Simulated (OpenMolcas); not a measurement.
V2+ with 4 ligands (sulfide) in tetrahedral coordination (Td) at 2.44 Å. A charge of +1.5 e stands 2.6 Å behind each ligand. Ligand basis ANO-RCC-VDZP.

```yaml
Program: OpenMolcas
Method: CASSCF
Basis: ANO-RCC-VTZP [6s5p3d2f1g]
Scalar_Hamiltonian: DKH2, point nucleus
Active_space: 3 electrons in 5 orbitals (3d)
State_averaging: 2S+1 = 4 even, 10 roots; 2S+1 = 2 even, 40 roots
Spin-orbit_coupling: state interaction with AMFI integrals over the reference wave functions
```

Question: What is the spin-free ground state (labels of Td)?

Answer: 4T1, 3-fold in its orbital part, 100 % from free-ion F terms; it has the highest spin that d3 allows.

Question: Where is the first state of the same spin?

Answer: 4T2 at 1020 cm-1 above the ground state.

Question: What are the lowest two levels with spin-orbit coupling?

Answer: A 4-fold level Γ8, then a 2-fold level Γ7 38.7 cm-1 above it. Their leading multiplicities are 4 (100 %) and 4 (100 %).

Question: What is χT at 300 K, and how does it compare with the textbook value?

Answer: The lowest level has 2S+1 = 4, for which the spin-only value is χT = S(S+1) / 2 = 1.875 cm3 K/mol (g = 2). The computed 1.612 at 300 K differs by -0.263, through orbital momentum, spin-orbit coupling and any other state in reach. With a threefold ground state the orbital momentum is unquenched, so the spin-only value is not expected to hold.

An orbital triplet at a regular site is open to Jahn-Teller coupling, which can distort the site and quench the lowest spin-orbit gaps and is left out. Without dynamic correlation the repulsion within the d shell is too large (B by tens of per cent), so at a given field states of lower spin stand too high. The sulfide ions are held by bare point charges, a crude embedding. Ligand-to-metal charge-transfer states are missing. With no ligand orbital active B as a rule stays too high, so bands that hang on it stand too high and its fall with covalency is understated. With metal d orbitals alone and no dynamic correlation the field as a rule comes out too small, by tens of per cent, by up to half for chloride and softer ligands. No measured value stands beside these numbers; the geometry was imposed, not optimised, and the real ion may take another.
